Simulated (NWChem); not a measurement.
Molecule: CH3BrMgO; SMILES C[O][Mg][Br]

```xyz
7

Mg     0.0179     0.5171     0.0000
Br     0.1416    -1.8252     0.0000
O     -0.0744     2.2726     0.0000
C     -0.1473     3.6578    -0.0001
H     -0.6131     4.0397     0.9228
H      0.8518     4.1167    -0.0761
H     -0.7445     4.0327    -0.8470
```
Atoms are numbered in this order, from 1.

Computed with NWChem. The geometry was optimised at B3LYP/6-31G* (spherical d). GIAO values for the isolated, static molecule; σ is the absolute isotropic shielding, δ = σ(reference) − σ with the isolated reference molecule computed at the same levels (13C: tetramethylsilane, 1H: tetramethylsilane, 17O: water). Spin-orbit effects, on the heavy nuclei and on their neighbours, are missing.

Problem. Estimate the computed values for PBE/pcSseg-1. Quantities: σ Mg1 (ppm); σ Br2 (ppm); δ O3 (ppm); δ C4 (ppm); δ H5 (ppm).

Solution. 
| Property | Result |
|---|---|
| σ Mg1 (ppm) | 514.0 |
| σ Br2 (ppm) | 3077.0 |
| δ O3 (ppm) | -32.1 |
| δ C4 (ppm) | 59.3 |
| δ H5 (ppm) | 4.26 |
